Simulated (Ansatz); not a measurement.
# F⁻ ··· SiNH$_{5}$

The pair of F⁻ (SMILES [F-], atom 1) and SiNH$_{5}$ (SMILES [SiH3]N, atoms 2–8), both closed shells, in one local arrangement (a lower one may exist), relaxed at PBE0-D4/def2-TZVPD:

F1  (0.822, -0.006, -2.175)
Si2  (0.214, -0.031, -0.535)
N3  (-0.352, -0.277, 1.231)
H4  (1.647, -0.170, -0.059)
H5  (-0.740, -1.130, -0.959)
H6  (-0.296, 1.392, -0.702)
H7  (-1.359, -0.176, 1.331)
H8  (0.064, 0.398, 1.867)
(Å)

Program: Ansatz 0.2.0. Basis: def2-TZVPPD, with def2-QZVPPD for the basis limit. Cores are frozen in the correlated methods. B3LYP uses VWN-RPA correlation. Extrapolation: Hartree–Fock as exp(−7.88 √X), correlation as X^−2.97. Interaction energies count from these two fragments, frozen as in the pair, with the counterpoise correction; negative means bound.

(1) What is the interaction energy by CCSD(T) at an estimated basis limit (MP2 extrapolated from triple and quadruple zeta, plus CCSD(T) − MP2 in triple zeta)? (An estimate is asked for; the value comes from the calculation.)

(2) Which atoms make the shortest contact between the fragments?

T1 diagnostic: at most 0.023.

## Answers

(1) Computed: -288.0 kJ/mol. Hartree–Fock alone gives -290.8 kJ/mol at the basis limit. It counts from the two fragments frozen as in the pair.

The same quantity by other methods in triple zeta, and each one's difference from that estimate:
```csv
method,E_int (kJ/mol),difference
PBE-D4,-263.5,24.5
revPBE-D4,-256.8,31.2
BLYP-D4,-250.0,38.0
r2SCAN-D4,-287.0,1.0
B97M-V,-293.6,-5.6
PBE0-D4,-283.7,4.3
B3LYP-D4,-270.2,17.8
HSE06-D4,-283.6,4.4
wB97X-V,-280.9,7.1
wB97M-V,-285.0,3.0
B2PLYP,-269.4,18.7
HF,-286.8,1.2
MP2,-275.8,12.2
CCSD,-278.4,9.6
CCSD(T),-276.0,12.0
```
Differences are method less estimate.

(2) F1 and Si2, 1.75 Å apart.

Energy to bend the free fragments (PBE0-D4 minima) into their shapes in the pair, CCSD(T)/def2-TZVPPD: SiNH$_{5}$ 114.5 kJ/mol. This must be added to the interaction energy to get the binding energy from relaxed fragments.

Basis-set superposition shift (counterpoise-corrected less uncorrected): CCSD(T) 8.3; MP2 8.3; HF 0.6; PBE0-D4 0.8; wB97M-V 0.6 kJ/mol.

For scale, one of the runs: CCSD(T)/def2-TZVPPD, 210 basis functions, launched by `ansatz run in.yaml --threads 2 --pin off --events-out ev --progress --plain --max-ram 5222MiB`. The run took 22 s on 2 CPU threads of an Intel Xeon 6975P-C (shared host), with 3 GiB of host memory at its peak.
